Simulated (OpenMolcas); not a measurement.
Os4+ with 6 ligands (water) in octahedral coordination (Th) at 1.99 Å. Ligand basis ANO-RCC-VDZP.
```
Os    0.0000    0.0000    0.0000
O     1.9900    0.0000    0.0000
H     2.5670    0.7797    0.0000
H     2.5670   -0.7797    0.0000
O     0.0000    1.9900    0.0000
H     0.0000    2.5670    0.7797
H     0.0000    2.5670   -0.7797
O    -1.9900    0.0000    0.0000
H    -2.5670    0.7797    0.0000
H    -2.5670   -0.7797    0.0000
O     0.0000   -1.9900    0.0000
H     0.0000   -2.5670    0.7797
H     0.0000   -2.5670   -0.7797
O     0.0000    0.0000    1.9900
H     0.7797    0.0000    2.5670
H    -0.7797    0.0000    2.5670
O     0.0000    0.0000   -1.9900
H     0.7797    0.0000   -2.5670
H    -0.7797    0.0000   -2.5670
```

```json
{"Program": "OpenMolcas 26.06", "Method": "SS-CASPT2, IPEA 0.25 Eh, imaginary shift 0.1 Eh (closed shells correlated: 5s 5p and the ligand valence shells)", "Basis": "ANO-RCC-VTZP [8s7p5d3f2g1h]", "Scalar Hamiltonian": "DKH2, point nucleus", "Active space": "4 electrons in 5 orbitals (5d)", "State averaging": "2S+1 = 5 even, 5 roots; 2S+1 = 3 even, 45 roots; 2S+1 = 1 even, 50 roots", "Spin-orbit coupling": "RASSI with atomic mean-field integrals over the reference wave functions"}
```

Task: What is the spin-free ground state (labels of O, taken over from Oh, the nearest higher group)?

Result: 3T1, 3-fold in its orbital part; d4 allows 2S+1 = 5, so this is a state of lower spin.

Task: Where is the first state of the same spin?

Result: 3E at 32700 cm-1 above the ground state.

Task: What are the lowest two levels with spin-orbit coupling?

Result: A 1-fold level, then a 3-fold level 3880 cm-1 above it. Their leading multiplicities are 3 (88 %) and 3 (96 %).

Task: What is χT at 300 K?

Result: 0.19 cm3 K/mol.

Roots that are degenerate in the reference are averaged as groups; the widest CASPT2 spread within a group is 1100 cm-1 (the 3-fold group of multiplicity 1 near 92600 cm-1 above the lowest state of its run). Shifts and gaps below about the spread of the groups concerned are not significant. Over all roots computed the reference weight is 0.67 to 0.70; a low but even weight reflects the number of correlated electrons. The least metal-like active orbital is 73 % on the metal (Löwdin) and no ligand orbital is active, so the numbers are rough. Ligand-to-metal charge-transfer states are missing. With no ligand orbital active B as a rule stays too high, so bands that hang on it stand too high and its fall with covalency is understated. With one d shell and no ligand orbital active, 10Dq can be off by a tenth or more. No measured value stands beside these numbers; the geometry is a model, was not optimised and need not be the one that this ion takes.
